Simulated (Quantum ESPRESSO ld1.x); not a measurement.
Q: The table gives one normalised radial function P(r) = r R(r) of O6+ in [He] (r in bohr). Method: scalar-relativistic Kohn-Sham, LDA (Slater exchange, Perdew-Zunger correlation), spin-polarised, spherical densities, point nucleus; computed with ld1.x of Quantum ESPRESSO 7.5.

r             P
0.007303  0.2992
0.00921   0.3714
0.01162   0.4593
0.01453   0.5612
0.01833   0.6864
0.02311   0.8329
0.02891   0.9947
0.03646   1.1809
0.04598   1.3805
0.05799   1.5829
0.07255   1.7653
0.0915    1.9187
0.1154    2.0086
0.1444    2.0083
0.1821    1.8967
0.2296    1.6663
0.2895    1.3374
0.3622    0.9715
0.4568    0.6071
0.5761    0.3176
0.7208    0.1375

Which n and l does it have? It may be an empty orbital.

A: n = 1, l = 0: the number of nodes gives n - l - 1 = 0, the rise at small r (about r^(l+1)) gives l, and the extent must fit the shell. The curve is that of 1s. 1s: eigenvalue -687.80 eV, 0 radial nodes, <r> = 0.198 bohr, 90 % of the charge inside 0.354 bohr.
